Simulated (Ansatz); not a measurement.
Born–Oppenheimer molecular dynamics of Cl3FGeH2O (8 atoms, charge 0, multiplicity 1). It starts at the highest image of a converged band. Of that band: The profile has 2 maxima (images 3, 6) with wells between them (image 5): this band takes more than one step, which may be the mechanism or a detour left from its start path. A vibrational analysis at the climbing image gives one clearly imaginary mode, 575i cm⁻¹: a first-order saddle point.

Computed with RKS BLYP-D4/def2-SVP in Ansatz 0.2.0.

| Quantity | Value |
| --- | --- |
| ensemble | NVE (velocity Verlet) |
| time step | 0.5 fs |
| steps asked | 200 |
| starting velocities drawn for | 300 K |
| seed | 6959 |

First frame:

```xyz
8
Properties=species:S:1:pos:R:3
Ge 0.118 -0.239 -0.042
O 0.112 -0.031 1.913
H -0.778 0.102 2.302
Cl 1.999 0.328 -0.950
Cl -1.137 1.568 -0.309
Cl -1.140 -1.725 -1.019
F 1.041 -1.796 0.949
H 0.597 -1.103 1.839
```

How far do the bonds stretch over the last three quarters of this one trajectory? (Pairs bonded in most of those frames.)


| bond | mean (Å) | spread (Å) | shortest | longest |
| --- | --- | --- | --- | --- |
| Ge1–Cl4 | 2.184 | 0.022 | 2.15 | 2.21 |
| Ge1–Cl5 | 2.230 | 0.038 | 2.17 | 2.28 |
| Ge1–Cl6 | 2.191 | 0.029 | 2.15 | 2.24 |
| Ge1–F7 | 1.781 | 0.048 | 1.72 | 1.91 |
| O2–H3 | 0.984 | 0.025 | 0.94 | 1.02 |
| O2–H8 | 0.985 | 0.015 | 0.96 | 1.02 |

Pairs bonded in part of these frames only: Ge1–O2 28 %.

Mean temperature of the second half: 437 K. The conserved energy stayed within 0.13 meV per atom of its start (net change 0.002 meV per atom), so the integration is sound. The kinetic energy rose, since the run started high on the potential surface and went downhill. It ends in pieces (Cl3FGe + H2O), so much of that is their flight and rotation, not heat. A run of 0.1 ps of so small a system gives no equilibrium averages. The orbitals stay closed-shell, which can raise the energy where a bond breaks towards radicals; this wasn't checked here.

Time of the run: 2.2 min on 4 threads of AMD EPYC 9R45 96-Core Processor (Zen 5) (shared host), peak memory 0.21 GiB.
